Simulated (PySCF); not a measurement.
Species: C4H4Cl2N2Si.
Numbering: `[N:1]#[C:2][SiH:3]([C:4]#[N:5])[CH2:6][CH:7]([Cl:8])[Cl:9]` (hydrogens: H10 on Si3; H11, H12 on C6; H13 on C7)

Geometry (GFN2-xTB, Å), atoms numbered from 1 in this order:
```
atom  x, y, z in Å
N1     1.2719    2.6790    0.8739
C2     1.1021    1.7451    0.2344
Si3    0.7983    0.2159   -0.7969
C4     2.4262   -0.7040   -0.7331
N5     3.4234   -1.2652   -0.7091
C6    -0.4812   -0.8611    0.1280
C7    -1.6154   -0.0155    0.6499
Cl8   -2.2527    1.0208   -0.6543
Cl9   -2.9388   -1.0262    1.2918
H10    0.4742    0.5692   -2.1731
H11   -0.0291   -1.3939    0.9671
H12   -0.8790   -1.6167   -0.5514
H13   -1.3044    0.6530    1.4551
```

Computed at PBE0/pcSseg-1 (PySCF, non-relativistic), with Q(14N) = 0.02044 b, Q(35Cl) = −0.0817 b: N1, 14N (I = 1): χzz = -5.684 MHz, η = 0.017; Cl8, 35Cl (I = 3/2): χzz = -76.04 MHz, η = 0.091; Cl9, 35Cl (I = 3/2): χzz = -79.98 MHz, η = 0.038.

(1) Where would the pure quadrupole (NQR) lines of 14N at N1 fall for the rigid, isolated species?

(2) Find the zero-field quadrupole resonance frequencies of 35Cl at Cl8.

(3) Where would the pure quadrupole (NQR) lines of 35Cl at Cl9 fall for the rigid, isolated species?

(4) Apply the simplest Townes–Dailey estimate (no s hybridisation, no π bonding), ionic character = 1 − χzz/χ0, where χ0 is the coupling for one missing p electron along the bond: −109.74 MHz for 35Cl.

Results:

(1) From ν± = (3/4)|χ|(1 ± η/3) and ν0 = |χ|η/2: ν+ 4.288 MHz, ν− 4.238 MHz, ν0 0.050 MHz (cyano nitrogen).

(2) From ν = (|χ|/2)√(1 + η²/3): ν = 38.07 MHz (alkyl chlorine). For 37Cl the ratio of quadrupole moments, 0.7881, gives 30.00 MHz.

(3) From ν = (|χ|/2)√(1 + η²/3): ν = 40.00 MHz (alkyl chlorine). For 37Cl the ratio of quadrupole moments, 0.7881, gives 31.52 MHz.

(4) Cl8 on C7: 1 − (-76.04)/(-109.74) = 0.31; Cl9 on C7: 1 − (-79.98)/(-109.74) = 0.27. In this model a purely covalent bond gives χ0 and a free halide ion gives zero; s hybridisation or π bonding, where present, is counted here as ionic character.

In a crystal, neighbours and librations shift these lines. GFN2-xTB bond lengths can be off by several hundredths of an ångström, more for odd bonds, and the gradients follow them. With a basis this small, the couplings can be 20 % off.

One conformer stands for the species.
